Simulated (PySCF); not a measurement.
## Removal energies of Cs⁴⁵⁺ from EOM-IP-GCCSD

Reference: closed-shell Cs⁴⁵⁺, [Ne]; one electron is removed. Calculated with PySCF 2.14, two-component X2C-1e with screened spin-orbit coupling, an even-tempered Gaussian basis (17 s from 5.8 bohr⁻², ratio 2.6; 13 p from 7.5 bohr⁻², ratio 2.6; 6 d from 7.7 bohr⁻², ratio 2.8; 3 f from 170 bohr⁻², ratio 2.8); frozen 1s2; the 48 highest virtual spinors dropped; of the others 44 kept and the rest restored at second order. No Breit or QED terms. Binding energies in eV.

| level | Koopmans | second order | EOM-CCSD |
| --- | --- | --- | --- |
| 2s1/2 | 8679.5 | 8676.4 | 8676.4 |
| 2p1/2 | 8368.4 | 8366.0 | 8366.1 |
| 2p3/2 | 7998.9 | 7997.0 | 7997.1 |

For comparison, the ionisation energy of Cs⁴⁵⁺ is 7989 ± 4 eV (theoretical estimate listed by NIST; NIST Atomic Spectra Database, ionization energies).
